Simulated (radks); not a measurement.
Q: The iron ion Fe2+, 24 electrons, occupied as [Ne] 3s1.5 3p6 3d6 4f0.5 (fractional occupations, a model configuration). Method: scalar-relativistic Kohn-Sham, PBE, spin-polarised, spherical densities, point nucleus; open shells are filled with parallel spins first; computed with a radial shooting solver on a logarithmic mesh with Libxc functionals. Some entries of the table are withheld. Estimate them.

orbital  occ.  eigenvalue (eV)  <r> (bohr)
1s up       1        -7026.673     0.05845
1s down     1        -7026.398     0.05845
2s up       1        -846.7154      0.2671
2s down     1        -844.4361      0.2666
2p up       3        -725.3514      0.2357
2p down     3        -723.5584      0.2352
3s up       1        -121.8676      0.8057
3s down   0.5        -116.3521      0.8101
3p up       3         -87.7210         (1)
3p down     3         -82.3684         (2)
3d up       5              (3)       1.008
3d down     1              (4)       1.057
4f up     0.5          -5.6423         (5)

A: 
(1) 3p up <r> (bohr): 0.8476
(2) 3p down <r> (bohr): 0.8554
(3) 3d up eigenvalue (eV): -34.1623
(4) 3d down eigenvalue (eV): -29.3240
(5) 4f up <r> (bohr): 6.456
